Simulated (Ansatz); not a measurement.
Reaction (formal exchange of groups at a C–Se bond): `O=C(O)[SeH]` + `[SiH3][SeH]` → `O=C(O)[SiH2][SeH]` + H₂Se

Program: Ansatz. Geometries: PBE0-D4/def2-TZVP. ΔE: electronic, gas phase. CBS: MP2 limit from def2 TZ/QZ plus the TZ coupled-cluster correction, frozen cores. DFT in def2-TZVPP. B3LYP here is the variant with VWN-RPA as its local correlation; programs differ in this. For Se outer-core shells are correlated without core-valence functions, which leaves a few kJ/mol of doubt a bond. Scalar relativity is left out up to krypton. One conformer a species, not always the lowest.

`O=C(O)[SeH]`:

Z-matrix (Å, degrees):
```
C
O 1 1.339
Se 1 1.921 2 108.4
O 1 1.192 2 125.1 3 180.0
H 2 0.969 1 106.8 3 -180.0
H 3 1.466 1 91.4 2 -180.0
```

`[SiH3][SeH]`:

Z-matrix (Å, degrees):
```
Si
Se 1 2.279
H 1 1.484 2 111.4
H 1 1.484 2 111.5 3 -122.1
H 1 1.483 2 104.9 3 119.0
H 2 1.469 1 93.0 3 60.4
```

`O=C(O)[SiH2][SeH]`:

Cartesian coordinates in Å:
```
O -1.977 0.989 -0.117
C -1.043 0.252 -0.284
O -1.180 -0.999 -0.761
Si 0.788 0.707 0.093
Se 1.651 -0.661 1.686
H -2.127 -1.148 -0.916
H 1.549 0.630 -1.178
H 0.799 2.072 0.658
H 1.540 -1.842 0.818
```

H₂Se:

Z-matrix (Å, degrees):
```
Se
H 1 1.467
H 1 1.467 2 91.2
```

| level | ΔE (kcal/mol) |
| --- | --- |
| PBE-D4 | -1.1 |
| B3LYP-D4 | -2.1 |
| ωB97X-V | -2.4 |
| ωB97M-V | -2.8 |
| r2SCAN | -0.6 |
| CCSD/def2-TZVPP | -2.7 |
| HF/def2-QZVPP | -2.7 |
| MP2/def2-QZVPP | -1.8 |

Task: What does CCSD(T)/CBS give? (Best estimate.)

Result: Computed: -3.1 kcal/mol. The listed levels differ from it by 2.0, 1.0, 0.7, 0.3, 2.5, 0.4, 0.4, 1.3 kcal/mol.

Largest T1 diagnostic among the species: 0.014.
